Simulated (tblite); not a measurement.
Species: C7H10N (doublet state).
Z-matrix (Å and degrees, GFN2-xTB geometry), rows numbered from 1:
```
C 
N   1  1.2508
C   2  1.4452  1  120.56
C   3  1.4861  2  109.13  1  -106.10
C   4  1.4803  3  113.66  2  -121.74
C   5  1.5149  4  104.52  3     3.83
C   6  1.4970  5  115.81  4    62.13
C   7  1.4992  6   60.23  5   -97.58
H   1  1.0804  2  118.38  3   177.48
H   1  1.0967  2  124.73  3    -2.49
H   3  1.1107  2  110.28  1    16.35
H   4  1.0736  3  122.27  2    51.28
H   5  1.0976  4  111.98  3   125.49
H   5  1.0991  4  111.12  3  -115.95
H   6  1.0802  5  118.11  4  -146.58
H   7  1.0783  6  118.33  8   106.77
H   7  1.0793  6  118.33  8  -107.70
H   8  1.0796  3  117.68  2   -96.23
```

The geometry is computed with GFN2-xTB (gas phase). This method treats the open shell by occupation alone, without spin polarisation.

Take the most abundant isotopes and a rigid rotor. The values belong to one conformer with, in the numbering `[CH2:1]=[N:2][C@@H:3]1[CH:4][CH2:5][C@@H:6]2[CH2:7][C@H:8]12`, C1–N2–C3–C4 -106°.

Task: Give the principal moments of inertia and the rotational constants in MHz.

Result: Ia = 118.12, Ib = 294.10, Ic = 356.47 u·Å²; 505379 MHz·u·Å²/I gives A = 4278, B = 1718, C = 1418 MHz.

Task: What kind of rotor is it?

Result: An asymmetric top: κ = (2 × 1718 − 4278 − 1418)/(4278 − 1418) = -0.79.

Task: What does the inertial defect say?

Result: Not planar: Δ = Ic − Ia − Ib = -55.76 u·Å². For a rigid frame Δ = −2 Σ m c², so Σ m c² = 27.88 u·Å² lies off the ab plane: 11.23 from hydrogen and 16.65 from heavier atoms. The atom farthest from that plane is 1.54 Å away.

Task: Give the other two planar moments, Paa and Pbb, and the rms extents of the mass along the axes.

Result: Paa = Σ m a² = (Ib + Ic − Ia)/2 = 266.22 and Pbb = Σ m b² = (Ia + Ic − Ib)/2 = 90.24 u·Å². With the mass M = 108.08 u, the rms extents √(P/M) along a, b and c are 1.57, 0.91, 0.51 Å.

Task: Give the coordinates in the principal-axis frame, origin at the centre of mass.

Result: The sense of each axis is arbitrary; atoms in the order of the calculation.
```
atom  mass (u)   a (Å)   b (Å)   c (Å)
  C1    12.000   2.814  -0.046   0.086
  N2    14.003   1.610  -0.264   0.348
  C3    12.000   0.570   0.194  -0.545
  C4    12.000  -0.115   1.364   0.064
  C5    12.000  -1.570   1.169   0.253
  C6    12.000  -1.821  -0.261  -0.182
  C7    12.000  -1.121  -1.317   0.615
  C8    12.000  -0.529  -0.847  -0.679
  H9     1.008   3.560  -0.368   0.798
 H10     1.008   3.176   0.452  -0.821
 H11     1.008   0.999   0.451  -1.537
 H12     1.008   0.425   2.214   0.435
 H13     1.008  -1.876   1.345   1.292
 H14     1.008  -2.147   1.874  -0.361
 H15     1.008  -2.764  -0.491  -0.655
 H16     1.008  -0.616  -1.024   1.522
 H17     1.008  -1.552  -2.306   0.644
 H18     1.008  -0.484  -1.519  -1.524
```

Task: Where do the levels up to J = 2 lie, in cm⁻¹?

Result: Above 0(0,0):
J = 1: 1(0,1) 0.1046, 1(1,1) 0.1900, 1(1,0) 0.2000
J = 2: 2(0,2) 0.3130, 2(1,2) 0.3892, 2(1,1) 0.4193, 2(2,1) 0.6755, 2(2,0) 0.6763
Those of J = 1 are B + C, A + C and A + B.

Task: Estimate the classical rotational partition function at 10 K, 50 K and 200 K.

Result: Point group C1, symmetry number σ = 1; q = (√π/σ)·√((kT/h)³/(ABC)), k/h = 20836.6 MHz/K: 1650 at 10 K, 18500 at 50 K, 148000 at 200 K.

For this open shell read J as N, the rotation without spin; fine and hyperfine splittings come on top. Its GFN2-xTB frequencies are all real (lowest 66 cm⁻¹). Constants of a rigid frame at the computed geometry: no zero-point averaging, no centrifugal distortion.
